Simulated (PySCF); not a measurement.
`O[Si](O)(O)O`: 4 charge schemes on one density

H4O4Si.
Z-matrix (Å and degrees, PBE0-D3(BJ)/def2-TZVP geometry), rows numbered from 1:
```
O 
Si  1  1.6306
O   2  1.6312  1  106.37
O   2  1.6310  1  106.39  3  -124.02
O   2  1.6312  1  115.83  3   118.02
H   1  0.9580  2  116.57  3   161.33
H   3  0.9581  2  116.44  1   -36.38
H   4  0.9580  2  116.54  1  -160.99
H   5  0.9581  2  116.42  1   -81.39
```

Density: PBE0/pcSseg-2 (PySCF); schemes: Mulliken, IAO, Hirshfeld and ESP-fitted. Geometry: PBE0-D3(BJ)/def2-TZVP; no solvent, vibrations or thermal averaging.

Question: Atoms with like bonding are taken together and averaged. For which atoms does the sign change between the 4 schemes (beyond +0.03 e in one, beyond −0.03 e in another)?

Answer: For none.

Question: Which atoms carry the lowest charge in the Mulliken, IAO, Hirshfeld and ESP-fitted schemes?

Answer: All schemes agree: Mulliken O1/O3/O4/O5 (-0.525); IAO O1/O3/O4/O5 (-0.822); Hirshfeld O1/O3/O4/O5 (-0.318); ESP-fitted O1/O3/O4/O5 (-0.782).

Question: Give the atomic charges in each scheme.

Answer: In e; atoms taken as equivalent share a row and are averaged (×n: the atom named and its like, n in all):

```csv
atom,environment,Mulliken,IAO,Hirshfeld,ESP-fitted
O1/O3/O4/O5,silanol oxygen,-0.525,-0.822,-0.318,-0.782
Si2,oxygen-bound silicon,+1.209,+1.748,+0.560,+1.274
H6/H7/H8/H9,hydroxyl hydrogen,+0.223,+0.385,+0.178,+0.463
```

Mean size of the charges over all atoms: IAO 0.731 e, ESP-fitted 0.695 e, Mulliken 0.467 e, Hirshfeld 0.282 e. Each set sums to the total charge, 0, to within 0.001 e. The Hirshfeld scheme weights the molecular density at each point by an atom's share of the summed free-atom densities. The ESP scheme is a least-squares fit of atom-centred charges to the potential on four shells outside the van der Waals surface, with the total charge fixed.

Question: Sum the charges by element, for elements with more than one atom.

Answer: 
```json
{"element": "O", "atoms": "4", "Mulliken": "-2.100", "IAO": "-3.288", "Hirshfeld": "-1.271", "ESP-fitted": "-3.126"}
{"element": "H", "atoms": "4", "Mulliken": "+0.890", "IAO": "+1.540", "Hirshfeld": "+0.711", "ESP-fitted": "+1.853"}
```

Question: How many electrons does the Hirshfeld scheme count on O3?

Answer: Its own charge is -0.318 e, so Z − q = 8.318.
